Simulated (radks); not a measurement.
Q: Coherent X-ray form factor from a spherical all-electron density. Calculated with a radial shooting solver on a logarithmic mesh with Libxc functionals: scalar-relativistic Kohn-Sham, BLYP, spin-unpolarised, spherical densities, finite nucleus; Fermi nuclear charge, rms radius of each element as measured or else 0.836 A^(1/3) + 0.57 fm.

| sin(theta)/lambda (1/angstrom) | f0 (electrons) |
|---|---|
| 0.05 | 24.300 |
| 0.1 | 22.643 |
| 0.15 | 20.741 |
| 0.2 | 18.934 |
| 0.25 | 17.269 |
| 0.3 | 15.730 |
| 0.4 | 13.019 |
| 0.5 | 10.867 |
| 0.6 | 9.281 |
| 0.8 | 7.383 |
| 1 | 6.354 |
| 1.25 | 5.390 |
| 1.5 | 4.483 |
| 2 | 2.963 |

The species is in the configuration that NIST lists as its ground one. Which atom or ion scatters so?

A: Neutral manganese, [Ar] 3d5 4s2. Extrapolating in s^2 from the first two rows gives f0(0) = 24.9, near the electron count 25; among species with that count, the fall with angle is slower the higher Z, and the table is that of Z = 25; from so few rows the species is fixed only to a neighbour or two.
